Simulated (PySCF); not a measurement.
# From computed data to an observable: oscillator strength and radiative lifetime

C₂H₇F₂NSi, SMILES F[Si](N)(F)CC.

Geometry: B3LYP-D3(BJ)/def2-SVP. Other conformers were not sampled.

TDA-ωB97X/def2-SVPD in PySCF puts the first singlet state with f over 0.02 at 7.53 eV (vertical), with the transition dipole (0.315, 0.485, 0.014) in atomic units.

Question: Find the oscillator strength, the wavelength and the radiative lifetime that this transition would have in vacuum if emission retraced absorption.

Answer: 
|μ|² = 0.3346 au, so |μ| = 1.47 D. ΔE = 7.53/27.211 = 0.2767 hartree. f = (2/3) ΔE |μ|² = 0.062 (the program prints 0.062).
λ = 1239.84/7.53 = 165 nm; ν = 60734 cm⁻¹.
Einstein's coefficient A = 0.6670 ν² f s⁻¹ (ν in cm⁻¹) = 1.5e8 s⁻¹, so τ = 1/A = 6.6 ns. This state is S1. The figure is the radiative limit of this one transition; relaxation, internal conversion, crossing to triplets and a medium change what is measured.
